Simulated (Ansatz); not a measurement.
SiSn₈H₁₆⁺, an alloyed cluster cut from the lattice of tin (1 Si, core). Total charge 1; doublet. Geometry PBE-D4/def2-SVP, that of the neutral singlet; atoms count from 1.

```xyz
25

Si    2.3926   -0.4566   -0.6314
Sn   -0.3180    3.0434    0.1954
Sn   -1.7460   -0.9247   -2.3422
Sn   -1.0034   -1.0385    2.1869
Sn    1.0147   -1.3499   -2.6405
Sn    2.2650    2.1264   -0.4196
Sn    1.6837   -1.6168    1.5796
Sn   -1.2858    1.7452    2.4917
Sn   -2.6310   -1.9959    0.0998
H     3.8414   -0.8089   -0.8967
H    -1.3791    2.7165   -1.1352
H    -0.2892    4.7645    0.4224
H    -2.5975   -1.6388   -3.6760
H    -2.0763    0.7763   -2.3696
H    -1.4362   -1.8324    3.6757
H     1.5868   -0.6143   -4.1049
H     1.2903   -3.0583   -2.7758
H     2.8305    2.8529   -1.8912
H     3.3380    2.6242    0.8507
H     2.7149   -1.0756    2.8672
H     1.9014   -3.3321    1.4220
H    -0.3519    2.2615    3.8614
H    -2.9401    2.1686    2.8067
H    -2.5058   -3.7263    0.0331
H    -4.2990   -1.6105    0.3906
```

In the def2 sets Sn takes a core potential; there is no spin–orbit coupling. The gap within one spin of the charge 1 doublet nearly closes, so an electron or hole may be smeared out by delocalisation error.

Question: Estimate the Mulliken populations from the PBE/def2-SVP orbitals of Ansatz.

Answer: 
```
atom  charge (e)  spin (α − β)
 Si1       -0.20          0.06
 Sn2        0.14          0.15
 Sn3        0.14          0.14
 Sn4        0.04          0.18
 Sn5        0.19          0.08
 Sn6        0.19          0.07
 Sn7        0.18          0.00
 Sn8        0.17          0.15
 Sn9        0.18          0.20
 H10        0.05          0.00
 H11       -0.03         -0.01
 H12        0.01         -0.01
 H13        0.01         -0.01
 H14       -0.03         -0.01
 H15        0.01         -0.01
 H16        0.00          0.00
 H17       -0.01          0.00
 H18        0.00          0.02
 H19       -0.01          0.00
 H20       -0.01          0.00
 H21       -0.01          0.00
 H22       -0.01         -0.01
 H23        0.00          0.01
 H24        0.00         -0.01
 H25        0.00         -0.01
```
Mulliken values and Mayer orders depend strongly on the basis.

Question: Where does the spin sit?

Answer: Summed by element: Si 0.06, Sn 0.97, H -0.03, of 1 unpaired in all. Largest on single atoms: Sn9 0.20, Sn4 0.18, Sn8 0.15.

Question: And the Mayer bond orders between bonded heavy atoms (over 0.3)?

Answer: Si1–Sn5 0.85 (2.59 Å); Si1–Sn6 0.88 (2.59 Å); Si1–Sn7 0.88 (2.60 Å); Sn2–Sn6 0.79 (2.81 Å); Sn2–Sn8 0.76 (2.81 Å); Sn3–Sn5 0.80 (2.81 Å); Sn3–Sn9 0.77 (2.81 Å); Sn4–Sn7 0.84 (2.81 Å); Sn4–Sn8 0.80 (2.81 Å); Sn4–Sn9 0.74 (2.81 Å).
